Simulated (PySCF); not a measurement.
Species: InMe3, C3H9In.
SMILES: `[CH3][In]([CH3])[CH3]`

The closed-shell ground state was solved at several levels (PySCF, density fitting, gas phase). Geometry: PBE0-D3(BJ)/def2-SVP; no solvent, vibrations or thermal averaging. Atoms past krypton carry effective core potentials; spin–orbit coupling is left out. The dipole stays under 0.02 D at every level.

```
                          level  basis functions  HOMO (eV)  LUMO (eV)  gap (eV)
PBE0/pcSseg-1 (def2-TZVP on In)              146      -7.00      -0.85      6.15
            CAM-B3LYP/def2-SVPD              164      -8.37      -0.06      8.31
```

Question: What might B3LYP/pcSseg-1 (def2-TZVP on In) (146 basis functions) give for the same quantities?

Answer: HOMO -6.76 eV, LUMO -1.13 eV, gap 5.63 eV.

Question: Over all these levels, which gives the widest orbital gap and which the narrowest?

Answer: CAM-B3LYP/def2-SVPD (range-separated hybrid) has the widest, 8.31 eV, and B3LYP/pcSseg-1 (def2-TZVP on In) (global hybrid, 20 % exact exchange) the narrowest, 5.63 eV. Functional and basis both differ between the two, so the spread mixes both effects.
